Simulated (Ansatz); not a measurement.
[GaCl4]- (GaCl₄⁻). Total charge -1; singlet. Geometry PBE-D4/def2-SVPD.

Cartesian coordinates in Å:
```
Ga 0.0000 0.0000 0.0000
Cl 1.0880 1.8571 0.5959
Cl 1.0558 -0.9630 -1.7162
Cl -2.0853 0.5210 -0.6064
Cl -0.0585 -1.4151 1.7268
```

(1) Estimate the orbital energies around the gap (eV) in Ansatz with PBE-D4/def2-TZVPD, revPBE-D4/def2-TZVPD, r2SCAN-D4/def2-TZVPD, r2SCANh-D4/def2-TZVPD, ωB97M-V/def2-TZVPD.

Answers

(1) 
| orbital | PBE-D4/def2-TZVPD | revPBE-D4/def2-TZVPD | r2SCAN-D4/def2-TZVPD | r2SCANh-D4/def2-TZVPD | ωB97M-V/def2-TZVPD |
| --- | --- | --- | --- | --- | --- |
| HOMO−13 | -15.19 | -15.14 | -16.04 | -16.99 | -20.53 |
| HOMO−12 | -15.19 | -15.14 | -16.04 | -16.99 | -20.53 |
| HOMO−11 | -7.40 | -7.31 | -7.73 | -8.29 | -11.43 |
| HOMO−10 | -4.97 | -4.90 | -5.34 | -5.85 | -8.71 |
| HOMO−9 | -4.97 | -4.90 | -5.34 | -5.85 | -8.70 |
| HOMO−8 | -4.97 | -4.90 | -5.34 | -5.85 | -8.70 |
| HOMO−7 | -3.69 | -3.63 | -4.04 | -4.58 | -7.51 |
| HOMO−6 | -3.69 | -3.63 | -4.04 | -4.58 | -7.51 |
| HOMO−5 | -3.53 | -3.47 | -3.87 | -4.38 | -7.16 |
| HOMO−4 | -3.53 | -3.47 | -3.87 | -4.38 | -7.16 |
| HOMO−3 | -3.53 | -3.47 | -3.87 | -4.38 | -7.16 |
| HOMO−2 | -3.20 | -3.14 | -3.54 | -4.05 | -6.89 |
| HOMO−1 | -3.20 | -3.14 | -3.54 | -4.05 | -6.89 |
| HOMO | -3.20 | -3.14 | -3.54 | -4.05 | -6.89 |
| LUMO | 1.89 | 1.97 | 2.29 | 2.57 | 3.41 |
| LUMO+1 | 3.21 | 3.19 | 3.69 | 3.84 | 3.97 |
| LUMO+2 | 3.29 | 3.20 | 3.85 | 3.92 | 3.97 |
| LUMO+3 | 3.29 | 3.20 | 3.85 | 3.92 | 3.97 |
| LUMO+4 | 3.29 | 3.20 | 3.85 | 3.92 | 4.57 |
| LUMO+5 | 4.08 | 3.95 | 4.60 | 4.65 | 4.57 |
